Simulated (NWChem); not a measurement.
Molecule: BHOIF; SMILES OB(F)I

```xyz
5

B      0.0240    -1.3204     0.0000
F     -1.1233    -1.9835     0.0000
I     -0.0135     0.8119     0.0000
O      1.2002    -1.9575     0.0000
H      1.1039    -2.9190     0.0000
```
Atoms are numbered in this order, from 1.

Program: NWChem. Medium grid unless said otherwise, to which SCAN and Minnesota functionals are sensitive. Geometry: optimised at PBE0/def2-SVP. def2 effective core potentials on I; no spin-orbit coupling. Total energies of different functionals are on different scales.

```json
[
 {"level": "B3LYP/def2-SVP", "energy (Ha)": "-498.3036", "highest occupied level (eV)": "-7.27", "orbital gap (eV)": "7.34", "dipole (D)": "2.17"},
 {"level": "PBE/def2-SVP", "energy (Ha)": "-497.9823", "highest occupied level (eV)": "-6.35", "orbital gap (eV)": "5.64", "dipole (D)": "2.20"},
 {"level": "SCAN/def2-SVP", "energy (Ha)": "-498.2467", "highest occupied level (eV)": "-6.71", "orbital gap (eV)": "6.26", "dipole (D)": "2.26"},
 {"level": "M06-2X/def2-SVP", "energy (Ha)": "-498.0627", "highest occupied level (eV)": "-8.75", "orbital gap (eV)": "9.91", "dipole (D)": "2.34"},
 {"level": "N12/def2-SVP", "energy (Ha)": "-498.9332", "highest occupied level (eV)": "-6.10", "orbital gap (eV)": "5.62", "dipole (D)": "1.99"},
 {"level": "KT2/def2-SVP", "energy (Ha)": "-502.7248", "highest occupied level (eV)": "-6.46", "orbital gap (eV)": "5.76", "dipole (D)": "2.09"},
 {"level": "MN15/def2-SVP", "energy (Ha)": "-497.2939", "highest occupied level (eV)": "___", "orbital gap (eV)": "___", "dipole (D)": "2.24"}
]
```

Some entries are withheld; supply them.


- MN15/def2-SVP, highest occupied level (eV): -8.06
- MN15/def2-SVP, orbital gap (eV): 8.90
